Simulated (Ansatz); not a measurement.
The first iterations of a band of BF2H + ClH (6 atoms, charge 0, multiplicity 1).

Theory: RKS BLYP-D4/def2-SVP in Ansatz 0.2.0.

```
movable images  : 7
climbing image  : yes
spring          : 5.0 eV/Å²
optimiser       : quadratic models (default)
start path      : through a guess of the saddle point
force threshold : 0.5 eV/Å
iteration limit : 60
end points      : relaxed
```

Initial state:

```xyz
6
Properties=species:S:1:pos:R:3
B -0.009 0.382 -0.104
H -0.013 0.710 1.059
F 1.131 0.282 -0.777
F -1.147 0.214 -0.766
Cl 0.084 -2.542 0.990
H 0.082 -1.971 2.158
```

Final state:

```xyz
6
Properties=species:S:1:pos:R:3
B 0.019 -0.599 -0.543
H 0.001 0.327 2.319
F 1.143 0.090 -0.679
F -1.141 0.030 -0.659
Cl 0.068 -2.334 -0.231
H 0.039 -0.438 2.353
```

| iteration | highest image above the first end (eV) | largest band force component (eV/Å) |
| --- | --- | --- |
| 1 | 2.228 | 5.406 |
| 2 | 1.194 | 2.943 |

Question: Does the band converge within its limit, and where does its top end?

Answer: It converged. It ended after 7 iterations with the highest image 0.977 eV above the first end. The threshold of 0.5 eV/Å is loose, so the images may lie well off the minimum-energy path. The order of the stationary point at the top wasn't checked. The orbitals stay closed-shell, which can raise the energy where a bond breaks towards radicals; this wasn't checked here.

Run time: 80 s on 1 thread of Arm Neoverse V1, with other jobs on the host, peak memory 0.12 GiB.
